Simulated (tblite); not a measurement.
Compound: C7H15F.
Cartesian coordinates in Å at the GFN2-xTB level; atoms count from 1:
```xyz
23
C7H15F angstrom
C      1.764    0.982   -0.274
C      0.822   -0.215   -0.429
C      1.409   -1.389    0.357
F      2.572   -1.816   -0.245
C     -0.651    0.080   -0.042
C     -1.555   -1.046   -0.558
C     -1.108    1.384   -0.706
C     -0.831    0.210    1.473
H      1.704    1.403    0.727
H      1.537    1.759   -0.997
H      2.787    0.653   -0.444
H      0.832   -0.509   -1.485
H      0.746   -2.258    0.376
H      1.681   -1.099    1.376
H     -1.458   -1.153   -1.636
H     -2.595   -0.821   -0.330
H     -1.315   -2.000   -0.096
H     -0.908    1.363   -1.775
H     -0.605    2.245   -0.274
H     -2.178    1.516   -0.563
H     -1.851    0.515    1.696
H     -0.645   -0.736    1.974
H     -0.160    0.959    1.885
```

Calculated harmonic vibrations of the isolated species, GFN2-xTB (tblite), most abundant isotopes, no scaling. The method is semi-empirical: single wavenumbers can be off by several per cent or more. One conformer, not necessarily the lowest.

Harmonic wavenumbers (cm⁻¹): 67.2, 98.5, 190.6, 212.2, 225.5, 237.7, 266.5, 293.0, 317.5, 338.3, 369.7, 384.1, 449.1, 479.7, 533.0, 778.1, 892.8, 916.3, 959.0, 960.7, 965.2, 969.6, 1019.5, 1028.1, 1040.2, 1070.5, 1131.6, 1149.0, 1210.1, 1235.4, 1244.4, 1269.5, 1298.6, 1330.0, 1347.4, 1407.1, 1409.9, 1418.1, 1433.8, 1447.6, 1491.0, 1494.5, 1497.3, 1500.8, 1512.1, 1513.0, 1516.5, 1526.6, 2929.1, 2955.0, 2964.5, 3028.2, 3028.5, 3031.4, 3032.7, 3035.4, 3038.6, 3040.0, 3041.2, 3047.2, 3049.1, 3055.3, 3058.7.

A = 2831, B = 1344, C = 1178 MHz; mass 118.116 u (most abundant isotopes); point group C1, symmetry number 1.

Zero-point energy?

½Σν̃ = 45391 cm⁻¹ = 543.00 kJ/mol.

Entropy at 298.15 K, 1 bar (ideal gas, RRHO, classical rotation)?

Translation 168.37, rotation 119.93, vibration 114.05: S = 402.3 J/(mol K).

And Cp and H(298.15 K) − H(0)?

Cp = 167.63 J/(mol K), of which vibrations give 134.37 (their classical limit is 63 R = 523.8); H(298.15 K) − H(0) = 29.36 kJ/mol without the zero-point energy, 19.44 from vibrations.

Blend soft modes into free rotors: weight 1/[1 + (100 cm⁻¹/ν̃)⁴] for the oscillator and the rest for a rotor with moment μB/(μ + B), μ = h/(8π²ν), B = 10⁻⁴⁴ kg m². What vibrational entropy results?

109.47 J/(mol K) in place of 114.05, which changes −T·S at 298.15 K by +1.37 kJ/mol.

What must be added to the electronic energy to get the Gibbs energy at 298.15 K and 1 bar?

ZPE + [H(298.15 K) − H(0)] − T·S = 543.00 + 29.36 − 119.96 = 452.40 kJ/mol.

Hindered rotation and anharmonicity are outside this model. Other conformers, if any are populated, would add a mixing term that is left out. The structure is chiral; the term R ln 2 for an equal mix with its mirror image is left out.
